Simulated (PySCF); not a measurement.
Compound: CH₉NOSi₂.
SMILES with atom numbers: `[CH3:1][O:2][SiH2:3][NH:4][SiH3:5]`

A calculation gives these core lines: C 1s: 292.49 eV; N 1s: 403.93 eV; O 1s: 538.11 eV; Si 1s: 1846.70 (area 1), 1847.17 (area 1) eV; Si 2p3/2: 106.89 (area 1), 107.20 (area 1) eV.

Computed, not measured: delta-SCF UKS SCAN, pcX-2 on the ionised atom, pcseg-1 elsewhere, spin-free X2C in PySCF 2.14.0. One conformer (not necessarily the lowest) at the GFN2-xTB geometry, without solvent, vibrations or thermal averaging.

(1) Assign the Si 1s lines to atoms.

(2) Order the silicon atoms by Si 2p3/2 binding energy.

Results:

(1) 1846.70 eV: Si5 (SiH3 silicon); 1847.17 eV: Si3 (oxygen-bound silicon). Lowest listed Si 1s: Si5, bonded to N and 3 H. Highest, 0.47 eV above it: Si3, bonded to O, N and 2 H.

(2) 106.89 eV: Si5 (SiH3 silicon); 107.20 eV: Si3 (oxygen-bound silicon). Lowest listed Si 2p3/2: Si5, bonded to N and 3 H. Highest, 0.31 eV above it: Si3, bonded to O, N and 2 H.

Bonded neighbours of each site: C1: O and 3 H; O2: C and Si; Si3: O, N and 2 H; N4: H and 2 Si; Si5: N and 3 H.

Question: Express the binding energy of O 1s of O2 (atom 2) in atomic units and per mole.

Answer: 538.11 eV = 19.7752 Eh = 51920 kJ/mol.

For 2p shells one spin-free hole was relaxed; a mean-field spin–orbit operator and the ground-state splitting of the three 2p orbitals were then diagonalised within the shell. The shell's mean is (2 × 2p3/2 + 2p1/2)/3, and the degeneracies 2j + 1 give areas of 2:1. 2p1/2 minus 2p3/2 (ligand field included): Si 0.62 eV.

Time: 64 s; peak memory 0.65 GiB. Hardware: Arm Neoverse V1, one thread, no GPU, on a shared host.

The values belong to the conformer `[CH3:1][O:2][SiH2:3][NH:4][SiH3:5]`: C1–O2–Si3–N4 -179°, O2–Si3–N4–Si5 -173°.
